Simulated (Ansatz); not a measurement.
C2H6AlClSi can be A, `[Cl][Al]1[CH2]C[SiH2]1`, or B, `C=[CH][AlH][SiH2]Cl`.

Computed with Ansatz on PBE0-D4/def2-TZVP structures; ΔE is electronic, products minus reactants. CCSD(T)/CBS adds triple-zeta CCSD(T) − MP2 to the extrapolated MP2 energy (def2 sets, frozen cores). Functionals use def2-TZVPP. B3LYP here is the variant with VWN-RPA as its local correlation; programs differ in this. One conformer a species, not always the lowest.

Which isomer does CCSD(T)/CBS put lower? Give the gap. (Best estimate.)

The calculation gave: A, by 24.0 kcal/mol.

Give E(B) − E(A) in kcal/mol with PBE-D4, B2PLYP, PBE0-D4, B3LYP, CCSD(T)/def2-TZVPP, ωB97M-V, B3LYP-D4. (Best estimate.)

The calculation gave: PBE-D4 27.3, B2PLYP 23.2, PBE0-D4 28.3, B3LYP 21.5, CCSD(T)/def2-TZVPP 24.3, ωB97M-V 25.8, B3LYP-D4 21.7. None reverses the order clearly.

Largest T1 diagnostic: 0.011.

In def2-TZVPP, CCSD(T) changes the Hartree–Fock value by +8.7 kcal/mol (the triples alone add +0.6 kcal/mol) and MP2 by +11.7 kcal/mol. From PBE to PBE0 (25 % exact exchange), in def2-TZVPP and without D4, E(B) − E(A) moves by +1.1 kcal/mol.
